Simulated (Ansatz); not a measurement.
Two isomers of C3H7AlO: A = `C1C[O][AlH][CH2]1`, B = `O[C]1([AlH2])CC1`.

Computed with Ansatz on PBE0-D4/def2-TZVP structures; ΔE is electronic, products minus reactants. CCSD(T)/CBS is the MP2 limit (def2-TZVPP, def2-QZVPP) plus CCSD(T) − MP2 in def2-TZVPP, frozen cores. DFT in def2-TZVPP. B3LYP here is the variant with VWN-RPA as its local correlation; programs differ in this. One conformer a species, not always the lowest.

A:

```xyz
12

C     0.9345   -0.2544    0.1448
C     0.1580   -0.7393   -1.0875
O    -1.2337   -0.7826   -0.8226
Al   -1.6283    0.3024    0.4437
C     0.1901    0.9082    0.8286
H     1.9578    0.0086   -0.1442
H     1.0110   -1.0899    0.8503
H     0.4979   -1.7363   -1.3867
H     0.3437   -0.0644   -1.9350
H    -3.1113    0.5480    0.9239
H     0.4898    1.0421    1.8686
H     0.3904    1.8576    0.3162
```

B:

Z-matrix (Å, degrees):
```
C
Al 1 1.946
C 1 1.511 2 118.3
O 1 1.417 2 118.7 3 -139.9
C 1 1.522 2 120.7 3 68.5
H 2 1.590 1 118.0 3 -29.3
H 2 1.588 1 120.4 3 152.2
H 3 1.084 1 119.3 2 1.3
H 3 1.083 1 114.4 2 -140.6
H 4 0.960 1 108.2 2 -67.9
H 5 1.084 1 114.9 2 145.2
H 5 1.084 1 119.5 2 2.4
```

**Question.** Which isomer does CCSD(T)/CBS put lower? Give the gap. (Estimate.)

**Answer.** The calculation gave: A, by 62.2 kcal/mol.

**Question.** Give E(B) − E(A) in kcal/mol with PBE0-D4, PBE-D4, MP2/def2-TZVPP, ωB97M-V, B3LYP, CCSD(T)/def2-TZVPP, r2SCAN-D4. (Best estimate.)

**Answer.** Computed: PBE0-D4 60.2, PBE-D4 58.8, MP2/def2-TZVPP 62.5, ωB97M-V 61.1, B3LYP 60.8, CCSD(T)/def2-TZVPP 62.1, r2SCAN-D4 61.6. None reverses the order clearly.

Largest T1 diagnostic: 0.012.

From PBE to PBE0 (25 % exact exchange), in def2-TZVPP and without D4, E(B) − E(A) moves by +1.4 kcal/mol.
